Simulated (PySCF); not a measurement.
CH9FN2Si2, SMILES [SiH3]N[Si@H](F)NC.

The structure is a stationary point at B3LYP-D3(BJ)/def2-SVP. The structure was generated by enumeration; whether it is a known compound was not checked. The values are those of a single conformer.

Method: TDA-PBE/def2-SVPD (PySCF).

Vertical excitations. Isolated molecule, no solvent.

Problem. Give excitation energies, oscillator strengths and character. (Estimate from the structure and the level; the computed values follow.)

Solution. 
| state | energy (eV) | λ (nm) | f | main pairs |
|---|---|---|---|---|
| S1 | 5.20 | 238 | 0.020 | HOMO→LUMO 99 % |
| S2 | 5.83 | 213 | 0.012 | HOMO→LUMO+1 98 % |
| S3 | 5.96 | 208 | 0.014 | HOMO→LUMO+2 95 % |
| S4 | 6.05 | 205 | 0.001 | HOMO→LUMO+3 69 %, HOMO−1→LUMO 29 % |
| S5 | 6.06 | 205 | 0.016 | HOMO−1→LUMO 69 %, HOMO→LUMO+3 27 % |
| S6 | 6.38 | 194 | 0.002 | HOMO→LUMO+4 88 % |
| T1 | 5.10 | 243 | 0 | HOMO→LUMO 100 % |
| T2 | 5.59 | 222 | 0 | HOMO→LUMO+1 98 % |
Triplets are in the Tamm–Dancoff approximation.
